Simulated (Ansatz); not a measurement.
Reaction R1 → P1 + P2, each structure at its B3LYP-D3(BJ)/def2-TZVP stationary point, reached from a drawn start (curvature not checked).
R1, CrF3 (SMILES [F][Cr]([F])[F]) (charge 0, multiplicity 4):
```xyz
4

Cr     0.000     0.000     0.001
F      1.732    -0.010    -0.010
F     -0.857     1.505    -0.002
F     -0.874    -1.495     0.011
```
P1, CrF2 (SMILES [F][Cr][F]) (charge 0, multiplicity 5):
```json
[
 {"atom": "Cr", "x (Å)": "0.0023", "y (Å)": "0.0198", "z (Å)": "-0.4300"},
 {"atom": "F", "x (Å)": "1.6532", "y (Å)": "-0.0134", "z (Å)": "0.2237"},
 {"atom": "F", "x (Å)": "-1.6555", "y (Å)": "-0.0063", "z (Å)": "0.2063"}
]
```
P2: F atom, charge 0, multiplicity 2.

P less R. No zero-point or thermal terms; open shells are unrestricted; no spin–orbit coupling. The spin states of the d-block species are the ones drawn and need not be the lowest.

Correlated levels freeze the cores.

Run with Ansatz (Gaussian basis) for Hartree–Fock, density functionals and correlated methods. All values are computed, each at the level named.

Total energies in hartree:

| structure | PBE/def2-TZVPP | B3LYP/def2-TZVPP | CCSD(T)/def2-QZVPP |
|---|---|---|---|
| R1 | -1343.785381 | -1344.301270 | -1342.951077 |
| P1 | -1243.923073 | -1244.359392 | -1243.137226 |
| P2 | -99.669123 | -99.770147 | -99.651180 |

### Question
Work out the reaction energy at each level in eV (1 hartree = 27.21139 eV), and say how far PBE/def2-TZVPP lies from CCSD(T)/def2-QZVPP.

### Answer
- PBE/def2-TZVPP: (-1243.923073) + (-99.669123) − (-1343.785381) = 0.193185 hartree = 5.257 eV
- B3LYP/def2-TZVPP: (-1244.359392) + (-99.770147) − (-1344.301270) = 0.171731 hartree = 4.673 eV
- CCSD(T)/def2-QZVPP: (-1243.137226) + (-99.651180) − (-1342.951077) = 0.162671 hartree = 4.427 eV
PBE/def2-TZVPP less CCSD(T)/def2-QZVPP: 0.830 eV. CCSD(T)/def2-QZVPP is the level counted from, the highest shown, and no exact or measured value.

Ansatz is a first-principles code.
